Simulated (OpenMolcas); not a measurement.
Ti III: effect of the active space

| Item | Value |
| --- | --- |
| Program | OpenMolcas |
| Method | MS-CASPT2 or its RAS form, IPEA 0.25 Eh, imaginary shift 0.1 Eh |
| Basis | ANO-RCC-VTZP |
| Scalar Hamiltonian | DKH2, point nucleus |
| Spin-orbit coupling | RASSI with atomic mean-field integrals over the reference wave functions, term energies averaged over their components |

A. 2 electrons in 6 orbitals (3d 4s); 2S+1 = 3 even, 15 roots; 2S+1 = 1 even, 20 roots; closed shells correlated: 3s 3p; CASPT2 step about 10 core-seconds
B. 2 electrons in 9 orbitals (RAS2 3d 4s; RAS3 4p, at most 2 electrons); 2S+1 = 3 even, 15 roots; 2S+1 = 1 even, 20 roots kept (CI in the orbitals of an earlier block); 2S+1 = 3 odd, 15 roots; 2S+1 = 1 odd, 15 roots kept (CI in the orbitals of an earlier block); closed shells correlated: 3s 3p; CASPT2 step about 40 core-seconds

Energies in cm⁻¹ above 3d² ³F₂, the measured ground level; measured values from Corliss and Sugar, J. Phys. Chem. Ref. Data 8, 1 (1979).

```csv
Level,A,B,Measured
3d² ³F₂,0.0,0.0,0.0
3d² ³F₃,198,198,185
3d² ³F₄,455,455,420
3d² ¹D₂,8100,8230,8474
3d² ³P₀,11050,11140,10538
3d² ³P₁,11110,11210,10604
3d² ³P₂,11250,11350,10721
3d² ¹G₄,14700,14900,14398
3d² ¹S₀,32530,32380,32476
3d 4s ³D₁,37610,37720,
3d 4s ³D₂,37730,37850,38199
3d 4s ³D₃,37930,38050,38426
3d 4s ¹D₂,41070,41200,41704
```

Deviations, from unrounded energies. A percentage is the sum of absolute deviations over the sum of measured energies, with the sign that they share, or ± where signs differ.

```csv
Against measurement,Levels,A,B
mean absolute deviation (cm-1),11,360,360
fine structure of the ground term (%),2,+8.0,+8.0
other terms of the ground configuration (%),6,±2.6,±3.1
other configurations (%),3,-1.3,-1.0
```

A, B lie about equally close to measurement. The largest miss of A in the table is 3d 4s ¹D₂, by -630 cm-1. The ranking rests on the paired levels alone, and a cruder setting can come out closer through cancelling errors.

The two smallest mean deviations differ by little beside CASPT2's spread within terms, so their order carries little weight.

Between A and B the level of the table that moves most is 3d² ¹G₄, by 200 cm-1 (lowest in A, highest in B). Moves below CASPT2's spread within the term are not significant.

CASPT2 does not keep the components of a term degenerate, so their means are used; among the terms shown or strongly mixed into the levels shown the widest spread is 910 cm-1 (3d² ¹G, B). A single d shell beside an s shell can misplace configurations of different d count against each other. Terms from blocks run as CI alone lack orbitals of their own (holds for B). Computed and measured levels are paired by configuration, term and J; levels that our copy of the source lacks, or whose pairing is in doubt (as where it misses far off the trend of its configuration), stay unpaired and out of the deviations. Only configurations of the active space appear. Levels that lie high or do not pair safely by name in every column are left out.
